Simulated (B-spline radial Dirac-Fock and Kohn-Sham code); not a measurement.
Two-hole binding energies of Cd²⁺

System: Cd²⁺, configuration 1s2 2s2 2p6 3s2 3p6 3d10 4s2 4p6 4d10, inside a Watson sphere of charge -2 and radius 2.7 Å (a model of the Madelung potential; inside it an electron's potential energy is raised by 10.7 eV).

Method: ΔSCF Dirac-Fock with Breit, self-energy and vacuum polarisation, finite nucleus, configuration average. Computed with a radial finite-basis atomic code. U is the two-hole binding energy less the two single-hole energies, the effective repulsion of the holes after relaxation. Each two-hole energy is an average over J within one jj subconfiguration.

```
          holes  E(a) (eV)  E(b) (eV)  E(ab) (eV)  U (eV)
   1s⁻¹ 2p3/2⁻¹    26727.6     3555.4     30479.0   196.0
   1s⁻¹ 3d3/2⁻¹    26727.6      427.6     27208.9    53.7
   1s⁻¹ 3d5/2⁻¹    26727.6      420.8     27201.3    52.9
   2s⁻¹ 2p3/2⁻¹     4041.7     3555.4      7708.0   111.0
        2p1/2⁻²     3745.2     3745.2      7642.6   152.1
2p1/2⁻¹ 2p3/2⁻¹     3745.2     3555.4      7437.3   136.7
   2s⁻¹ 3p3/2⁻¹     4041.7      636.4      4728.3    50.2
   2p1/2⁻¹ 3s⁻¹     3745.2      790.1      4585.9    50.5
   2s⁻¹ 3d3/2⁻¹     4041.7      427.6      4523.4    54.2
2p1/2⁻¹ 3d5/2⁻¹     3745.2      420.8      4220.8    54.7
2p3/2⁻¹ 3d5/2⁻¹     3555.4      420.8      4029.2    52.9
        3p1/2⁻²      671.1      671.1      1385.1    42.9
        3p3/2⁻²      636.4      636.4      1312.1    39.3
        3d5/2⁻²      420.8      420.8           ?       ?
```

Question: Give the missing two-hole energy and U.

Answer: E(ab) = 884.6 eV and U = 43.0 eV.
